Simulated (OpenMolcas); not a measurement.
neutral oxygen: effect of the active space

```
Program             : OpenMolcas 26.06
Method              : SS-CASPT2 or its RAS form, IPEA 0.25 Eh, imaginary shift 0.1 Eh
Basis               : ANO-RCC
Scalar Hamiltonian  : DKH2, point nucleus
Spin-orbit coupling : RASSI with atomic mean-field integrals over the reference wave functions, term energies averaged over their components
```

A. 6 electrons in 8 orbitals (2s 2p 3s 3p); 2S+1 = 3 even, 3 roots; 2S+1 = 1 even, 6 roots; closed shells correlated: 1s; CASPT2 step of the order of 7 core-seconds
B. 4 electrons in 9 orbitals (RAS2 2p; RAS3 3s 3d, at most 1 electron); 2S+1 = 3 even, 3 roots; 2S+1 = 1 even, 6 roots; 2S+1 = 5 odd, 1 root; 2S+1 = 3 odd, 6 roots; 2S+1 = 1 odd, 5 roots; closed shells correlated: 1s 2s; CASPT2 step about 16 core-seconds
C. 6 electrons in 9 orbitals (RAS2 2s 2p; RAS3 3d, at most 2 electrons); 2S+1 = 3 even, 3 roots; 2S+1 = 1 even, 6 roots; closed shells correlated: 1s; CASPT2 step of the order of 9 core-seconds

Energies in cm⁻¹ above 2s² 2p⁴ ³P₂, the measured ground level; measured values from NIST Handbook of Basic Atomic Spectroscopic Data.

| Level | A | B | C | Measured |
| --- | --- | --- | --- | --- |
| 2s² 2p⁴ ³P₂ | 0.0 | 0.0 | 0.0 | 0.0 |
| 2s² 2p⁴ ³P₁ | 142 | 150 | 149 | 158 |
| 2s² 2p⁴ ³P₀ | 211 | 224 | 222 | 227 |
| 2s² 2p⁴ ¹D₂ | 16020 | 15420 | 15590 | 15868 |
| 2s² 2p⁴ ¹S₀ | 33490 | 37930 | 33390 | 33793 |

Deviations, from unrounded energies. A percentage is the sum of absolute deviations over the sum of measured energies, with the sign that they share, or ± where signs differ.

| Against measurement | Levels | A | B | C |
| --- | --- | --- | --- | --- |
| mean absolute deviation (cm-1) | 4 | 120 | 1200 | 170 |
| fine structure of the ground term (%) | 2 | -8.5 | -3.0 | -3.8 |
| other terms of the ground configuration (%) | 2 | ±0.9 | ±9.2 | -1.4 |

A lies closest to measurement on these levels and B furthest from it. The largest miss of A in the table is 2s² 2p⁴ ¹S₀, by -300 cm-1. The ranking rests on the paired levels alone, and a cruder setting can come out closer through cancelling errors.

Among A to C the level of the table that moves most is 2s² 2p⁴ ¹S₀, by 4500 cm-1 (lowest in C, highest in B). Moves below CASPT2's spread within the term are not significant.

CASPT2 breaks the degeneracy within a term, and the mean is taken; among the terms shown or strongly mixed into the levels shown the widest spread is 83 cm-1 (2s² 2p⁴ ¹D, B). Active for correlation alone: 3p 3s; no level in the range computed is led by a configuration that fills them, so any true level of that kind is missing (holds for A). With the s shell closed, the reference lacks s² → p² mixing (holds for B). Active for correlation alone: 3d; no level in the range computed is led by a configuration that fills it, so any true level of that kind is missing (holds for C). Computed and measured levels are paired by configuration, term and J; levels that our copy of the source lacks, or whose pairing is in doubt (as where it misses far off the trend of its configuration), stay unpaired and out of the deviations. Only configurations of the active space appear. The table leaves out levels that lie high or whose names do not pair safely across all columns.
